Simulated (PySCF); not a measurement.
What the settings do

Molecule: `FC(O/C=C\SC)(F)F`, C$_{4}$H$_{5}$F$_{3}$OS; geometry GFN2-xTB.

Geometry:
```
atom   x (Å)   y (Å)   z (Å)
  C1   3.123   0.283   0.117
  S2   1.429   0.950   0.024
  C3   0.544  -0.486   0.460
  C4  -0.779  -0.543   0.551
  O5  -1.551   0.602   0.295
  C6  -2.853   0.419   0.246
  F7  -3.459   1.564  -0.028
  F8  -3.240  -0.470  -0.690
  F9  -3.380  -0.042   1.398
 H10   3.315  -0.089   1.118
 H11   3.792   1.108  -0.105
 H12   3.250  -0.502  -0.622
 H13   1.133  -1.362   0.670
 H14  -1.323  -1.432   0.826
```

All runs: PySCF, non-relativistic, gas phase unless a solvent (IEF-PCM) is named; grid level 2, GIAOs and SCF threshold 1e-9 unless changed. The yardstick, PBE0/pcSseg-1, gives these isotropic shieldings σ (ppm, equivalent atoms averaged): C4 49.6, C3 63.0, C1 165.1, F7/F8/F9 243.0, H14 25.03, H13 26.33, H10/H11/H12 29.46.

(1) What do these inputs give? (1) CAM-B3LYP/pcseg-1; aux def2-qzvpp-jkfit; (2) PBE0/6-31G-J; common gauge at [10, 10, 10]; max_cycle 72; (3) BHandHLYP/def2-SVP; aux def2-universal-jkfit; (4) BP86/MINI; grid level 4; (5) PBE0/pcSseg-1; aux def2-qzvpp-jkfit

(2) Comment on the technical settings and failures.

Results:

(1) 
| run | outcome | functions | wall time | C4 | C3 | C1 | F7/F8/F9 | H14 | H13 | H10/H11/H12 |
| --- | --- | --- | --- | --- | --- | --- | --- | --- | --- | --- |
| 1 | converged | 155 | 22 s | 58.7 | 69.4 | 174.1 | 255.7 | 25.31 | 26.44 | 29.61 |
| 2 | refused | – | 0.01 s | – | – | – | – | – | – | – |
| 3 | converged | 155 | 28 s | 66.7 | 74.3 | 176.4 | 278.4 | 25.64 | 26.75 | 30.02 |
| 4 | converged | 54 | 33 s | 108.1 | 117.6 | 191.3 | 317.3 | 24.31 | 25.16 | 28.64 |
| 5 | converged | 185 | 39 s | 49.6 | 63.0 | 165.1 | 243.0 | 25.03 | 26.33 | 29.46 |

Times are on shared hosts with different chips, so compare them loosely.

(2) 
- Run 1: The functional and orbital basis differ from the yardstick's, which in itself moves the values. The other auxiliary basis adds little: it changes only the density-fitting error.
- Run 2: The basis set has no functions for an element of the molecule, so the input is rejected.
- Run 3: The functional and orbital basis differ from the yardstick's, which in itself moves the values. The other auxiliary basis adds little: it changes only the density-fitting error.
- Run 4: The functional and orbital basis differ from the yardstick's, which in itself moves the values. With 54 functions the basis is far too small for magnetic properties.
- Run 5: The other auxiliary basis adds little: it changes only the density-fitting error.

Runs 2, 4 were set up unsoundly or failed; their numbers aren't to be quoted as properties of the molecule.
